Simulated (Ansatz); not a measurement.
The first iterations of a band of H$_{3}$SeSi (5 atoms, charge -1, multiplicity 1).

Computed with Ansatz, RKS PBE/def2-SVP.

```
movable images  : 7
climbing image  : from the first iteration
spring          : 5.0 eV/Å²
optimiser       : fire
start path      : IDPP
force threshold : 0.05 eV/Å
iteration limit : 60
end points      : relaxed
```

Image 0:

```xyz
5
Properties=species:S:1:pos:R:3
Si 0.285 -1.153 0.242
Se 1.198 1.108 0.065
H -0.971 -0.778 1.094
H -0.529 -1.128 -1.092
H 0.018 1.952 -0.309
```

Image 8:

```xyz
5
Properties=species:S:1:pos:R:3
Si 0.423 -0.866 0.224
Se -0.313 1.428 -0.292
H -0.787 -1.138 1.179
H -0.348 -1.485 -0.988
H 1.025 2.061 -0.123
```

| iteration | highest image above the first end (eV) | largest band force component (eV/Å) |
| --- | --- | --- |
| 1 | 1.559 | 2.050 |
| 2 | 1.438 | 2.093 |
| 3 | 1.212 | 2.053 |
| 4 | 0.933 | 1.657 |
| 5 | 0.709 | 1.054 |
| 6 | 0.605 | 1.477 |
| 7 | 0.570 | 1.466 |
| 8 | 0.507 | 1.098 |
| 9 | 0.449 | 0.965 |
| 10 | 0.440 | 1.199 |
| 11 | 0.402 | 0.691 |

Does the band converge within its limit, and where does its top end?

The forces met the threshold. It ended after 35 iterations with the highest image 0.129 eV above the first end. Another band between the same ends (7 images) ends at a top of the same energy, where a vibrational analysis finds 1 clearly imaginary mode. Limits of this set-up: an anion without diffuse functions.

Time of the run: 9.1 min on 1 thread of Intel(R) Xeon(R) Processor @ 2.50GHz (Skylake/Cascade Lake) (shared host), peak memory 0.11 GiB.
